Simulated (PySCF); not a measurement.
Compound: C2H4F2OSi.
Numbering: `[O:1]=[CH:2][SiH2:3][CH:4]([F:5])[F:6]` (hydrogens: H7 on C2; H8, H9 on Si3; H10 on C4)

The calculation used PBE0-D3(BJ)/def2-SVP geometry optimisation, gas phase in PySCF 2.14.0.

(1) What internal coordinates does the optimisation give?

Answers

(1) 
```tsv
bond	length (Å)	order
O1=C2	1.204	double
C2–Si3	1.932	single
Si3–C4	1.923	single
C4–F5, C4–F6	1.361	single
C2–H7	1.125	single
Si3–H8, Si3–H9	1.490	single
C4–H10	1.106	single
```

Bonds in one row agree within 0.01 Å and their mean is given. Orders are formal, as drawn. A selection of angles:
```tsv
angle	degrees
O1–C2–Si3	122.3
O1–C2–H7	120.4
Si3–C2–H7	117.3
C2–Si3–C4	105.8
C2–Si3–H8	110.5
C4–Si3–H8	110.8
C4–Si3–H9	108.2
H8–Si3–H9	111.5
Si3–C4–F5	108.9
Si3–C4–F6	108.0
Si3–C4–H10	116.1
F5–C4–F6	107.9
F5–C4–H10	107.9
```

Dihedral angles: O1–C2–Si3–C4 -138° (anticlinal); C2–Si3–C4–F5 59° (synclinal). The mirror-image conformer, all signs reversed, is as good.

Si3 (SiH2 silicon) is distorted tetrahedral (angles from 105.8° to 111.5°).

Point group: C1 (no symmetry element, even within 0.4 Å). Whether it is a minimum is left open (no frequencies). The numbers are those of one conformer.
